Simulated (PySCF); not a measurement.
Ligand exchange on a metal centre used in film growth or etching (Ti Cl-F). Gas-phase values, no solvent.

Quantity: redistribution energy (mixed species minus the weighted end members), in kJ/mol.

Level 1: PBE-D3(BJ)/def2-TZVP // TPSS-D3(BJ)/def2-SVP (PySCF)
Level 2: PBE/6-31G* (LANL2DZ on Ti) // TPSS-D3(BJ)/def2-SVP (PySCF)
Level 3: frozen-core MP2/6-31G* (LANL2DZ on Ti) // TPSS-D3(BJ)/def2-SVP (PySCF)
Level 4: HF/STO-3G // TPSS-D3(BJ)/def2-SVP (PySCF)

| species | level 1 | level 2 | level 3 | level 4 |
|---|---|---|---|---|
| 1 of 4 Cl replaced by F: [Ti(Cl)3(F)] | 2.10 | ? | 15.51 | -34.58 |
| 2 of 4 Cl replaced by F: [Ti(Cl)2(F)2] | 2.92 | 3.78 | ? | -48.7 |
| 3 of 4 Cl replaced by F: [Ti(Cl)(F)3] | 2.22 | 2.38 | ? | -37.88 |

Problem. What belongs in the gaps?

Solution. 
- 1 of 4 Cl replaced by F: [Ti(Cl)3(F)], level 2: 3.22
- 2 of 4 Cl replaced by F: [Ti(Cl)2(F)2], level 3: 20.15
- 3 of 4 Cl replaced by F: [Ti(Cl)(F)3], level 3: 14.38
